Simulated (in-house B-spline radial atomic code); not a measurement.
Ionisation energies along the 11-electron series, configuration [Ne] 3s1, as differences of self-consistent energies. Dirac energy differences include first-order Breit, QED and recoil terms. NIST's values go from ground level to ground level; the uncertainty of those that are theory runs from under 0.1 % in few-electron ions to several per cent in heavy many-electron ones. Computed with a radial B-spline atomic code at the basis-set limit: Dirac-Hartree-Fock, average of the configuration, finite nuclei.

```csv
ion,configuration after,ionisation energy (eV),IE/(q+1)² (eV),-ε less Coulomb ΔSCF (eV),Breit and QED recoil part (eV),tabulated value (eV),tabulated kind,computed minus tabulated (eV)
Ba45+,[He] 2s2 2p6,3640.3,1.7203,0.08982,-4.0128,3640,tabulated theory,0
La46+,[He] 2s2 2p6,3799.7,1.7201,0.090925,-4.2848,3800,tabulated theory,0
Ce47+,[He] 2s2 2p6,3963.0,1.7201,0.092053,-4.57,3963,tabulated theory,0
Pr48+,[He] 2s2 2p6,4130.2,1.7202,0.093203,-4.869,4130,tabulated theory,0
Nd49+,[He] 2s2 2p6,?,?,?,?,?,tabulated theory,?
Pm50+,[He] 2s2 2p6,4476.2,1.7209,0.095577,-5.5097,4476,tabulated theory,0
Sm51+,[He] 2s2 2p6,4655.1,1.7216,0.096803,-5.8518,4655,tabulated theory,0
Eu52+,[He] 2s2 2p6,4838.1,1.7224,0.098059,-6.2103,4838,tabulated theory,0
Gd53+,[He] 2s2 2p6,5025.1,1.7233,0.099344,-6.5844,5025,tabulated theory,0
Tb54+,[He] 2s2 2p6,5216.3,1.7244,0.10066,-6.9762,5217,tabulated theory,-1
Dy55+,[He] 2s2 2p6,5411.6,1.7256,0.10201,-7.3838,5412,tabulated theory,0
Ho56+,[He] 2s2 2p6,?,?,?,?,?,tabulated theory,?
Er57+,[He] 2s2 2p6,5814.9,1.7286,0.10482,-8.2549,5815,tabulated theory,0
Tm58+,[He] 2s2 2p6,?,?,?,?,?,tabulated theory,?
Yb59+,[He] 2s2 2p6,6235.5,1.7321,0.10778,-9.2012,6236,tabulated theory,0
```

(1) Fill in the row of Nd49+.

(2) Fill in the row of Ho56+.

(3) Fill in the row of Tm58+.

## Answers

(1) ionisation energy (eV): 4301.2; IE/(q+1)² (eV): 1.7205; -ε less Coulomb ΔSCF (eV): 0.094377; Breit and QED recoil part (eV): -5.1822; tabulated value (eV): 4302; computed minus tabulated (eV): -1.

(2) ionisation energy (eV): 5611.1; IE/(q+1)² (eV): 1.727; -ε less Coulomb ΔSCF (eV): 0.1034; Breit and QED recoil part (eV): -7.8103; tabulated value (eV): 5611; computed minus tabulated (eV): 0.

(3) ionisation energy (eV): 6023.1; IE/(q+1)² (eV): 1.7303; -ε less Coulomb ΔSCF (eV): 0.10628; Breit and QED recoil part (eV): -8.7187; tabulated value (eV): 6023; computed minus tabulated (eV): 0.
